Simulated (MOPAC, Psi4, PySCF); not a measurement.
Relaxed torsion scan: C₇H₁₄, SMILES C=CCC(C)(C)C. Scanned: dihedral C1–C2–C3–C4; all other coordinates were relaxed at GFN2-xTB. Points at φ and −φ are mirror images. Heavy atoms are numbered in the order of the SMILES C=CCC(C)(C)C, hydrogens after them in the order of the atoms that carry them; the mirror image has the same energies with the sign of each dihedral reversed.

- PM6, restricted, heats of formation // GFN2-xTB (MOPAC)
- RKS-M06-2X/6-31G* = restricted M06-2X/6-31G*, spherical d, density fitting // GFN2-xTB in PySCF 2.14.0
- RHF/6-31G* = restricted Hartree-Fock/6-31G*, spherical d, density fitting // GFN2-xTB run with PySCF
- PBE-D3(BJ)/def2-SVP // GFN2-xTB (Psi4)

Energies relative to the lowest point of each profile, in kJ/mol; the last columns give the difference from PBE-D3(BJ):

```tsv
φ / °	PM6	RKS-M06-2X/6-31G*	RHF/6-31G*	PBE-D3(BJ)/def2-SVP	PM6 − PBE-D3(BJ)/def2-SVP	RKS-M06-2X/6-31G* − PBE-D3(BJ)/def2-SVP	RHF/6-31G* − PBE-D3(BJ)/def2-SVP
-160	0.1	7.7	7.1	7.2	-7.1	0.5	-0.1
-140	0.0	3.0	2.4	2.6	-2.6	0.4	-0.2
-120	0.0	0.0	0.0	0.0	0.0	0.0	0.0
-100	0.5	0.1	2.2	0.7	-0.1	-0.6	1.5
-80	2.8	4.5	9.0	5.0	-2.2	-0.5	3.9
-60	7.4	13.7	18.2	13.2	-5.8	0.5	5.0
-40	9.8	19.9	23.9	17.4	-7.6	2.4	6.5
-20	11.0	16.4	20.4	14.3	-3.3	2.1	6.1
0	11.2	14.5	18.5	12.6	-1.3	2.0	5.9
20	11.0	16.4	20.4	14.3	-3.3	2.1	6.1
40	9.8	19.9	23.9	17.4	-7.6	2.4	6.5
60	7.4	13.7	18.2	13.2	-5.8	0.5	5.0
80	2.8	4.5	9.0	5.0	-2.2	-0.5	3.9
100	0.5	0.1	2.2	0.7	-0.1	-0.6	1.5
120	0.0	0.0	0.0	0.0	0.0	0.0	0.0
140	0.0	3.0	2.4	2.6	-2.6	0.4	-0.2
160	0.1	7.7	7.1	7.2	-7.1	0.5	-0.1
180	0.1	10.3	9.8	10.1	-10.0	0.2	-0.3
```

PM6 is furthest from PBE-D3(BJ)/def2-SVP at 180 (-10.0 kJ/mol, below); its mean absolute difference over the points is 3.8 kJ/mol.

RKS-M06-2X/6-31G* is furthest from PBE-D3(BJ)/def2-SVP at -40 (2.4 kJ/mol, above); its mean absolute difference over the points is 0.9 kJ/mol.

RHF/6-31G* is furthest from PBE-D3(BJ)/def2-SVP at -40 (6.5 kJ/mol, above); its mean absolute difference over the points is 2.9 kJ/mol.
